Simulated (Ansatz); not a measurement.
C7H7O3S− (`Cc1ccc(S(=O)(=O)[O-])cc1`) from Hartree–Fock to CCSD(T)

```xyz
18

C    -1.2006    1.3608   -2.3464
C    -0.5739    0.6655   -1.1744
C     0.2944    1.3403   -0.3209
C     0.8519    0.7087    0.7803
C     0.5503   -0.6176    1.0538
S     1.2270   -1.4224    2.5087
O     1.3240   -2.8247    2.1336
O     2.5060   -0.7633    2.7242
O     0.2368   -1.1502    3.5407
C    -0.3033   -1.3053    0.2035
C    -0.8579   -0.6685   -0.8963
H    -2.1483    1.8357   -2.0683
H    -0.5487    2.1449   -2.7400
H    -1.4149    0.6602   -3.1574
H     0.5441    2.3779   -0.5284
H     1.5422    1.2274    1.4353
H    -0.5092   -2.3490    0.4110
H    -1.5199   -1.2203   -1.5590
```

Total charge -1; spin multiplicity 1. The structure was optimised at the PBE0-D4/def2-TZVPD level. It is one conformer, not always the lowest. Frozen core, restricted reference, the Gaussian-basis code of Ansatz. CBS rows extrapolate triple and quadruple zeta; past MP2 they add the triple-zeta difference.

```
      basis     HF (Eh)  MP2 corr.
  def2-SVPD  -890.78181   -1.70070
def2-TZVPPD  -891.52677   -2.03194
def2-QZVPPD  -891.56068   -2.17084
```

Q: Estimate the CCSD correlation energy and the (T) correction in each basis where they were run (hartree).

A: 
```csv
basis,CCSD corr.,(T)
def2-SVPD,-1.73633,-0.07652
def2-TZVPPD,-2.04615,-0.10453
CBS(def2),-2.28795,as TZ
```
